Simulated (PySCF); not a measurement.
## Computed structure and properties of [Eu(SH)4]−

System: [Eu(SH)4]− (singlet in the valence; each metal's 4f electrons, 6 of them, lie in its core potential, out of spins and levels); start: displaced along the imaginary mode (S4). Method: PySCF 2.14.0, RKS PBE0, Eu lcecp-1-SVP with ECP52, S def2-SVP, H def2-SVP; non-relativistic Hamiltonian with scalar-relativistic core potentials where named; density fitting; no spin-orbit coupling.

Input of the relaxation:

```python
mol = gto.M(atom='''
Eu    -0.00000    -0.00000    -0.00009
S      1.54016     1.68163     1.43131
H      2.37245     0.63958     1.77458
S     -1.54016    -1.68163     1.43131
H     -2.37245    -0.63958     1.77458
S      1.68154    -1.54040    -1.43128
H      0.64125    -2.37532    -1.76891
S     -1.68154     1.54040    -1.43128
H     -0.64125     2.37532    -1.76891''',
    basis={'Eu': 'lcecp-1-SVP', 'S': 'def2-SVP', 'H': 'def2-SVP'},
    ecp={'Eu': 'lcecp-1-SVP'},
    charge=-1, spin=0)
mf = dft.RKS(mol, xc='PBE0')
mf.grids.atom_grid = (50, 194)  # f atoms: unpruned, at least (60, 302)
mf = mf.density_fit()  # fitting sets: Eu AutoAux, S def2-universal-JKFIT, H def2-universal-JKFIT
mf.conv_tol = 1e-08; mf.max_cycle = 55
mf.kernel(dm0)  # dm0: converged density of the start geometry
# quasi-Newton relaxation in Cartesian coordinates to a largest gradient under 0.00045 Eh/bohr, steps kept in the point group
```

Run from Python with OMP_NUM_THREADS=2; the lines above give its settings. Where DIIS fails, smearing, a level shift and second-order steps follow.
It took 3 min on 2 threads of Arm Neoverse V1 (shared host), from the converged density of the start.

Course of the relaxation:

| step | energy above end (eV) | largest force component within the symmetry (eV/Å) |
| --- | --- | --- |
| 0 | 0.0688 | 0.412 |
| 1 | 0.0452 | 0.066 |
| 2 | 0.0438 | 0.014 |
| 3 | 0.0418 | 0.051 |
| 4 | 0.0271 | 0.111 |
| 5 | 0.0256 | 0.152 |
| 6 | 0.0206 | 0.151 |
| 7 | 0.0167 | 0.124 |
| 15 | 0.0020 | 0.062 |
| 16 | 0.0014 | 0.058 |
| 17 | 0.0007 | 0.035 |
| 18 | 0.0002 | 0.049 |
| 19 | 0.0000 | 0.014 |
| 20 | 0.0000 | 0.002 |
(The steps between are left out.)

Relaxed geometry (S4):

```xyz
9

Eu    0.0000    0.0000    0.0018
S     1.4713    1.5967    1.5902
H     1.8255    0.5060    2.3121
S    -1.4713   -1.5967    1.5902
H    -1.8255   -0.5060    2.3121
S     1.5938   -1.4739   -1.5872
H     0.5024   -1.8241   -2.3103
S    -1.5938    1.4739   -1.5872
H    -0.5024    1.8241   -2.3103
```

```json
{"contact": "Eu1–S2 (SH)", "Å": "2.690"}
{"contact": "Eu1–S4 (SH)", "Å": "2.690"}
{"contact": "Eu1–S6 (SH)", "Å": "2.690"}
{"contact": "Eu1–S8 (SH)", "Å": "2.690"}
```

On the finer grid (75, 302):

```yaml
HOMO: -3.08 eV
LUMO: 2.90 eV
Dipole_about_the_centre_of_mass: 0.00 D
Set_of_Mulliken_populations_of_Eu1_outside_the_core_potential: s 2.38, p 6.47, d 1.51, f 0.04
D3_BJ_dispersion_energy_not_in_the_energies: -0.281 eV
```

```
atom  Mulliken (e)  Löwdin (e)  spin (e)
 Eu1          0.59       -0.51      0.00
  S2         -0.47       -0.12      0.00
  H3          0.08        0.00      0.00
  S4         -0.47       -0.12      0.00
  H5          0.08        0.00      0.00
  S6         -0.47       -0.12      0.00
  H7          0.08        0.00      0.00
  S8         -0.47       -0.12      0.00
  H9          0.08        0.00      0.00
```

The 4f levels lie in the core potential and are missing. Their spin isn't counted.

On the grid (50, 194), as all that follows. Harmonic modes: a minimum within the noise of the softest modes; lowest 58 cm⁻¹ (negative: unstable), highest 2683 cm⁻¹, zero-point energy 0.886 eV.

Taking off one SH (charge -1, singlet; the rest: singlet) in vacuum, both parts rigid, costs 4.58 eV; the small basis without counterpoise inflates it.

Rigid scan of SH along the line from its metal:

| distance to S2 (Å) | energy (eV) |
| --- | --- |
| 2.39 | 0.481 |
| 2.49 | 0.188 |
| 2.59 | 0.041 |
| 2.69 | 0.000 |
| 2.79 | 0.033 |
| 2.89 | 0.118 |
| 3.09 | 0.379 |
| 3.39 | 0.859 |
| 3.79 | 1.484 |
| 4.29 | 2.130 |

One start shape was tried, so this needn't be the lowest isomer.

An lcecp potential fixes the number of 4f electrons, so in runs with it no electron can move into or out of that shell.
